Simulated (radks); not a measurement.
Question: Valence configurations of the rhodium ion Rh+ (all share [Kr]). Method: scalar-relativistic Kohn-Sham, r2SCAN, spin-polarised, spherical densities, finite nucleus; open shells are filled with parallel spins first (spin-orbit coupling, left out, can overturn this in heavy ions); meta-GGA in the generalised Kohn-Sham scheme; Fermi nuclear charge, rms radius 4.4945 fm; computed with a radial shooting solver on a logarithmic mesh with Libxc functionals. Order these by energy: 4d7.5 5s0.5; 4d6 5s0.5 5p1.5; 4d7.5 5p0.5; 4d6 5s1 5p1; 4d7 5s1; 4d6.5 5p1.5; 4d5 5s2 5p1; 4d8; 4d7 5s0.5 5p0.5; 4d7 5p1.

Answer: From the lowest, in eV above it: 4d8 0.000; 4d7.5 5s0.5 1.005; 4d7 5s1 1.973; 4d7.5 5p0.5 3.560; 4d7 5s0.5 5p0.5 4.756; 4d7 5p1 7.459; 4d6 5s1 5p1 10.233; 4d6.5 5p1.5 11.727; 4d6 5s0.5 5p1.5 13.319; 4d5 5s2 5p1 17.268. NIST lists [Kr] 4d8 as the ground configuration; this level of theory agrees among the configurations tried. The energies are those of spherical high-spin densities, not of single terms.
